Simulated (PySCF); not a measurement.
Si(Cl)(Br)(vinyl)(NH2) (C₂H₅BrClNSi), SMILES C=C[Si](N)(Cl)Br. Atoms are numbered in the order given.

```xyz
11

C     -2.5474    -0.5680    -1.5674
C     -1.7772     0.3421    -0.9556
Si    -0.0019     0.0067    -0.5526
N      0.5709    -1.3715    -1.3976
Cl     1.0585     1.7586    -0.9657
Br     0.2849    -0.4338     1.6239
H     -2.1548    -1.5529    -1.8419
H     -3.5964    -0.3698    -1.8141
H     -2.1991     1.3183    -0.6883
H      1.3418    -1.9037    -1.0050
H      0.6206    -1.3425    -2.4129
```

Geometry: B3LYP-D3(BJ)/def2-SVP. Other conformers were not sampled.

These are B3LYP/pcSseg-1 (PySCF) values and carry that method's errors.

GIAO shieldings, no solvent; atoms listed in one row are averaged. δ = σ(ref) − σ: ¹³C against TMS (σ = 181.3 ppm); ²⁹Si against TMS (σ = 338.7 ppm); ¹⁵N against NH3 (σ = 265.5 ppm); ³⁵Cl against HCl (σ = 933.3 ppm); ¹H against TMS (σ = 31.68 ppm), references at their B3LYP-D3(BJ)/def2-TZVP geometries, non-relativistic (without spin–orbit terms, shifts of atoms bonded to Cl or Br come out too high).

| nucleus | atoms | count | δ (ppm) |
|---|---|---|---|
| ¹³C | C1 | 1 | 147.1 |
| ¹³C | C2 | 1 | 147.1 |
| ²⁹Si | Si3 | 1 | 14.9 |
| ¹⁵N | N4 | 1 | 47.5 |
| ³⁵Cl | Cl5 | 1 | 145.4 |
| ¹H | H7 | 1 | 6.69 |
| ¹H | H8 | 1 | 6.57 |
| ¹H | H9 | 1 | 6.41 |
| ¹H | H10 | 1 | 1.70 |
| ¹H | H11 | 1 | 1.23 |
